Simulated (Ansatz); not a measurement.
Ideal-gas functions of CH4OSSi (`S[SiH]1CO1`) at 500 K and 1 bar, from an Ansatz frequency run at PBE0-D4/def2-TZVP.

Molar mass 92.2 g/mol, point group C1 (symmetry number 1), electronic degeneracy 1, moments of inertia 37.885, 191.867, 196.395 u Å². Harmonic wavenumbers (cm⁻¹, unscaled): 109, 204, 235, 494, 599, 693, 757, 761, 799, 842, 1039, 1106, 1139, 1465, 2270, 2713, 3099, 3179.

Use S(trans) = R[1.5 ln M + 2.5 ln T − 1.1517]; rotational temperatures θ = 24.2544 K / I; S(rot) = R[ln(√π/σ · √(T³/θAθBθC)) + 1.5]; for each mode x = 1.438777 ν̃/T, S = R[x/(eˣ − 1) − ln(1 − e⁻ˣ)] and H = RT x/(eˣ − 1); 1 cm⁻¹ = 0.0119627 kJ/mol; R = 8.31446 J/(mol·K).

Question: By hand: the entropy, in J/(mol·K).

Answer: Translation 176.0. Rotation: θ = 0.6402, 0.1264, 0.1235 K, giving 113.9. Vibration, mode by mode: 17.99, 12.86, 11.72, 6.06, 4.75, 3.83, 3.31, 3.28, 3.01, 2.73, 1.75, 1.50, 1.39, 0.65, 0.09, 0.03, 0.01, 0.01, in all 75.0. Electronic 0.0. Sum 364.9 J/(mol·K).

Question: By hand: H − E and G − E in kJ/mol, counted from the electronic energy.

Answer: Zero-point energy ½ × 21503 × 0.0119627 = 128.6; thermal vibration 20.7; translation, rotation and pV give 4 RT = 16.6. H − E = 165.9 kJ/mol, and G − E = 165.9 − 500 × 364.9/1000 = -16.5 kJ/mol.

Vibration gives 21 % of the entropy, 18.0 J/(mol·K) of it from the mode under 150 cm⁻¹: soft modes count most, and the harmonic formula is weakest for them. The sum counts one conformer and one mirror image; others add a mixing term.
